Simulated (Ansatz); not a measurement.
Reaction (hydrogenolysis of a B–F bond): `FB[O][GeH3]` + H₂ → `B[O][GeH3]` + H–F

Gas-phase electronic energies from Ansatz, PBE0-D4/def2-TZVP geometries. CCSD(T)/CBS is the MP2 limit (def2-TZVPP, def2-QZVPP) plus CCSD(T) − MP2 in def2-TZVPP, frozen cores. This one scheme is used for every species. Functionals use def2-TZVPP. B3LYP here is the variant with VWN-RPA as its local correlation; programs differ in this. For Ge outer-core shells are correlated without core-valence functions, which leaves a few kJ/mol of doubt a bond. Scalar relativity is left out up to krypton. One conformer a species, not always the lowest.

`FB[O][GeH3]`:

```xyz
8

F    -2.745    0.083    0.475
B    -1.472   -0.290    0.402
O    -0.590    0.556   -0.140
Ge    1.172    0.295   -0.349
H    -1.179   -1.374    0.831
H     1.524   -1.096    0.196
H     1.856    1.416    0.440
H     1.434    0.410   -1.854
```

H₂:

Cartesian coordinates in Å:
```
H 0.107 -0.177 0.310
H -0.107 0.177 -0.310
```

`B[O][GeH3]`:

Z-matrix (Å, degrees):
```
Ge
O 1 1.798
H 1 1.533 2 105.9
H 1 1.535 2 108.2 3 -120.7
H 1 1.533 2 105.9 3 118.7
B 2 1.341 1 126.3 3 120.4
H 6 1.201 2 117.9 1 -179.9
H 6 1.208 2 120.9 1 0.1
```

H–F:

Z-matrix (Å, degrees):
```
F
H 1 0.920
```

| level | ΔE (kJ/mol) |
| --- | --- |
| r2SCAN-D4 | 147.6 |
| B3LYP | 139.7 |
| r2SCANh | 145.8 |
| SCS-MP2/def2-TZVPP | 136.5 |

Task: What does CCSD(T)/CBS give? (Best estimate.)

Result: Computed: +133.5 kJ/mol. The listed levels differ from it by 14.1, 6.2, 12.3, 3.0 kJ/mol.

Task: What do rigid-rotor, harmonic-oscillator terms from PBE0-D4/def2-TZVP frequencies (298.15 K, 1 bar) make of the CCSD(T)/CBS value? (An estimate is asked.)

Result: The calculation gave: ΔZPE = +11.8 kJ/mol, ΔH = +143.4 kJ/mol, ΔS = 19 J/(mol·K), ΔG = +137.9 kJ/mol.

Largest T1 diagnostic among the species: 0.013.

At CCSD(T), def2-SVP lies +18.0 kJ/mol from the extrapolated value and def2-TZVPP +2.6 kJ/mol. From r2SCAN to r2SCAN0 (25 % exact exchange), in def2-TZVPP and without D4, ΔE moves by −3.8 kJ/mol.
